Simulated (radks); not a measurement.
The mean radii <r> (bohr) of the occupied orbitals of an atom or ion are listed with their occupations. All-electron calculation, Dirac Kohn-Sham, PBE, spin-unpolarised, spherical densities, point nucleus. Program: a radial shooting solver on a logarithmic mesh with Libxc functionals.

orbital  occ.     <r>
1s1/2       2  0.1577
2s1/2       2  0.7954
2p1/2       2  0.7537
2p3/2       1  0.7551

Name the element and its charge. Open shells, if any, fill j = l - 1/2 first.

Answer. Z = 10, neon, charge +3: Ne3+ in [He] 2s2 2p3. The 1s radius gives Z: for a bare nucleus <r> = (2 gamma + 1)/(2Z) with gamma = sqrt(1 - (Z/c)^2), 0.1497 bohr for Z = 10, and screening makes it slightly larger (0.1577 here). The occupations add up to 7, and the charge is Z minus that.
